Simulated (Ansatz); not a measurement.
Computed with Ansatz on PBE0-D4/def2-TZVP structures; ΔE is electronic, products minus reactants. CBS: MP2 limit from def2 TZ/QZ plus the TZ coupled-cluster correction, frozen cores. DFT in def2-TZVPP. B3LYP here is the variant with VWN-RPA as its local correlation; programs differ in this. Each species was taken in one conformer, which may not be the lowest.

Reaction (ligand exchange at the Si–C bond): `FC([SiH3])[SiH2]S` + `OCS` → `SCO[SiH2]S` + `FC[SiH3]`

(1) Is it downhill or uphill in electronic energy at CCSD(T)/CBS, and by how much? (Estimate.)

(2) What do these levels give: PBE-D4, PBE0-D4, ωB97X-V, ωB97M-V, PBE0, B3LYP, HF/def2-TZVPP, HF/def2-QZVPP, MP2/def2-QZVPP, SCS-MP2/def2-QZVPP, MP2/CBS(def2), CCSD/CBS(def2)? (Best estimate.)

Largest T1 diagnostic among the species: 0.012.

## Answers

(1) The calculation gave: Downhill: ΔE = -27.5 kcal/mol.

(2) Ansatz gave: PBE-D4 -25.1, PBE0-D4 -26.0, ωB97X-V -27.3, ωB97M-V -27.2, PBE0 -25.7, B3LYP -28.0, HF/def2-TZVPP -30.9, HF/def2-QZVPP -31.1, MP2/def2-QZVPP -28.6, SCS-MP2/def2-QZVPP -28.9, MP2/CBS(def2) -28.5, CCSD/CBS(def2) -27.8 kcal/mol.

From PBE to PBE0 (25 % exact exchange), in def2-TZVPP and without D4, ΔE moves by −0.9 kcal/mol. In def2-TZVPP, CCSD(T) changes the Hartree–Fock value by +3.2 kcal/mol (the triples alone add +0.3 kcal/mol) and MP2 by +2.2 kcal/mol.
